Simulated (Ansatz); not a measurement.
Start from `C[CH2][SnH2][SiH3]` and change one atom or group to get `C[CH2][SnH2][F]`.

Ansatz, PBE0-D4/def2-TZVP geometries, multiplicity 1. Each molecule was computed in one conformer, which needn't be the lowest.

Elements past krypton have def2 core potentials.

```
                                        property  `C[CH2][SnH2][SiH3]`
           HOMO energy (ωB97M-V/def2-TZVPP) / eV                 -9.55
           LUMO energy (ωB97M-V/def2-TZVPP) / eV                  1.43
  size of the dipole moment (PBE/def2-TZVPP) / D                  1.00
         HOMO–LUMO gap (ωB97M-V/def2-TZVPP) / eV                 10.99
             HOMO–LUMO gap (PBE/def2-TZVPP) / eV                  5.70
size of the dipole moment (B3LYP/def2-TZVPP) / D                  0.95
```

Task: Give the same properties after the change, and the shifts. (Estimate.)

Result: Ansatz gave: 
```csv
property,`C[CH2][SnH2][F]`,shift
HOMO energy (ωB97M-V/def2-TZVPP) / eV,-10.31,-0.76
LUMO energy (ωB97M-V/def2-TZVPP) / eV,1.05,-0.38
size of the dipole moment (PBE/def2-TZVPP) / D,2.94,1.94
HOMO–LUMO gap (ωB97M-V/def2-TZVPP) / eV,11.36,0.37
HOMO–LUMO gap (PBE/def2-TZVPP) / eV,5.71,0.01
size of the dipole moment (B3LYP/def2-TZVPP) / D,3.09,2.14
```

With PBE0 the HOMO falls by 0.61 eV and the LUMO falls by 0.39 eV, so the gap widens by about 0.22 eV. PBE moves the HOMO by -0.43 eV and ωB97M-V by -0.76 eV. Dipoles are sizes alone; their direction can turn.

B3LYP here is the variant with VWN-RPA as its local correlation; programs differ in this.
